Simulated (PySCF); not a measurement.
## Dipole moment and polarisability of `CSC[SiH2]F`

Species: C₂H₇FSSi.
Structure used (GFN2-xTB), in Å, numbered top down from 1:
```xyz
12
C2H7FSSi angstrom
C     -1.842    0.649   -0.126
S     -0.795    0.593    1.354
C      0.425   -0.665    0.839
Si     1.587   -0.063   -0.538
F      2.728   -1.194   -0.665
H     -2.699    1.266    0.125
H     -2.171   -0.357   -0.372
H     -1.295    1.090   -0.954
H      0.989   -0.879    1.746
H     -0.130   -1.567    0.577
H      2.262    1.168   -0.169
H      0.944   -0.043   -1.844
```

Level: wB97X-D/def2-SVPD (PySCF), static field, nuclei fixed, core orbitals frozen in the response. The polarisability tensor in these axes (au):

```
x   77.55 -5.24 -2.50
y   -5.24 63.73  0.60
z   -2.50  0.60 68.97
```

Q: What are the eigenvalues, a third of the trace, and Δα (Δα² = ½Σ(αi − αj)² over the three pairs)?

A: Principal values 61.96, 68.38 and 79.91 au; mean 70.08 au = 10.39 Å³ = 11.56 × 10⁻⁴⁰ C²·m²/J; Δα = 15.76 au (22 % of the mean).

Q: What is the dipole moment, and where does it point?

A: (-1.50, 0.21, -0.90) D, 1.76 D in size, pointing from the negative to the positive side. Measured along this direction, the outermost atoms are F5 at the negative end and H6 at the positive end.

Q: In TDDFT the mean static polarisability is Σ f/ω² over all singlet excitations (ω in hartree). How much of it do the 8 lowest give? Their energies (eV) and oscillator strengths: 5.28, 0.0085; 5.83, 0.0127; 6.59, 0.0017; 6.63, 0.0025; 7.20, 0.0345; 7.38, 0.0319; 7.53, 0.0059; 7.83, 0.0357.

A: They add up to 2.01 au, 2.9 % of the 70.08 au; the largest single term is 0.49 au, from the state at 7.20 eV. Terms in order: 0.22, 0.28, 0.03, 0.04, 0.49, 0.43, 0.08, 0.43 au. Higher excitations give the rest. The strengths listed sum to 0.133.

Q: Traceless (Buckingham) quadrupole moment about the centre of nuclear charge: eigenvalues?

A: -9.66, 3.07, 6.59 D·Å. The values depend on the origin, since the dipole doesn't vanish. The electronic extent ⟨r²⟩ about the same centre is 904 bohr², a root-mean-square distance of 2.09 Å for the 58 electrons.

Q: Find the Langevin capture rate constant for NH4+ (18.034 u) meeting this molecule (110.002 u), k = 2.342 × 10⁻⁹ cm³/s × √(α in Å³ / reduced mass in u).

A: The reduced mass is 15.49 u, so k = 1.92 × 10⁻⁹ cm³/s. The formula leaves out the permanent dipole, which adds to the capture rate.

Q: Estimate the molar refractivity from the static electronic polarisability.

A: Lorentz–Lorenz: R = (4π/3)N_A α = 2.5225 cm³/(mol·Å³) × 10.39 Å³ = 26.2 cm³/mol, in the limit of long wavelengths.

Q: What depolarisation ratio follows for Rayleigh scattering of linearly polarised light, taking the static tensor?

A: ρ = 3Δα²/(45ᾱ² + 4Δα²) = 744.9/(221025 + 993.2) ≈ 0.00335.

Isolated species at its GFN2-xTB geometry (one conformer only).
